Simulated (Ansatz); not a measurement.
H$_{2}$ClF$_{3}$OSi$_{2}$, singlet, geometry from GFN2-xTB, with bond 9-6 at 2.4 times its length; SC-NEVPT2/STO-3G, CASSCF(2,3) run with Ansatz (a first-principles code).

Ansatz was given this input:
Ansatz 0.2 input:
```yaml
crystal:
  periodic: [false, false, false]
  atoms:
    - {symbol: Si, position_ang: [1.15548573, -0.45155299, 0.61886676]}
    - {symbol: F, position_ang: [1.10393618, -2.00289227, 0.89784197]}
    - {symbol: F, position_ang: [1.94331771, -0.25299094, -0.73183991]}
    - {symbol: F, position_ang: [1.98678628, 0.22912850, 1.76954011]}
    - {symbol: O, position_ang: [-0.28854291, 0.17965576, 0.57490068]}
    - {symbol: Si, position_ang: [-1.81026276, 0.44861094, 0.02769441]}
    - {symbol: Cl, position_ang: [-1.71005697, 0.94663602, -1.89082069]}
    - {symbol: H, position_ang: [-2.52380340, -0.80615301, 0.20866684]}
    - {symbol: H, position_ang: [-2.83291579, 3.11132632, 2.03565292]}
basis:
  gaussian:
    orbitals: STO-3G
magnetization: {spin_polarized: false}
correlation: {method: sc_nevpt2, electrons: all, active_space: {window: {electrons: 2, orbitals: 3}}}
```

What the program printed (banner, timings and long lists left out):

```
Functional definition: HF
602 factors; integrals over basis functions are off by at most 3.7e-5 eV
mean field evaluation 1: about -37942.6912 eV, gradient 3.6e1 eV
mean field evaluation 2: about -37942.7775 eV, gradient 3.6e1 eV
mean field evaluation 4: about -37948.6572 eV, gradient 1.6e1 eV
mean field evaluation 8: about -37952.9655 eV, gradient 6.3e-1 eV
mean field evaluation 16: about -37951.3249 eV, gradient 3.4e-1 eV
mean field -37952.96381336 eV, -1394.7456946981 hartree, gradient 1.5e-6 eV, S^2 0.000000; 2 other end points of the search recorded, 0 dependent functions left out; unrestricted orbitals would lower it
reference -37952.96381336 eV, -1394.7456946981 hartree; 41, 41 occupied and 8, 8 virtual orbitals, 602 factors
state -37958.14994504 eV, -1394.9362815223 hartree
state -37958.14994504 eV, -1394.9362815223 hartree; corrected -37961.96621666 eV, -1395.0765269176 hartree
WARN: 1 active orbitals are nearly empty or full. The corrections depend on them more than the energy does, and are more stable in an active space without them
Total energy: -37961.96621666 eV, -1395.0765269176 hartree
```
